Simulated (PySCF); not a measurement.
HgCl, SMILES [Cl][Hg] (connectivity only; charge and spin as stated), neutral, multiplicity 2.

Geometry: PBE-D3(BJ)/def2-TZVPD. The multiplicity is an assumed one; other spin states were not compared. The def2 effective core potentials stand for the cores of Hg; spin–orbit coupling is left out.

The numbers are results of PBE-D3(BJ)/def2-TZVPD (PySCF), not measurements.

Frequencies are harmonic and unscaled.

Computed normal modes with their intensities:
```
mode  ν (cm⁻¹)  IR (km/mol)  moving atoms (share of kinetic energy)
----  --------  -----------  --------------------------------------
1          243         11.9                        Cl 85 %, Hg 15 %
```
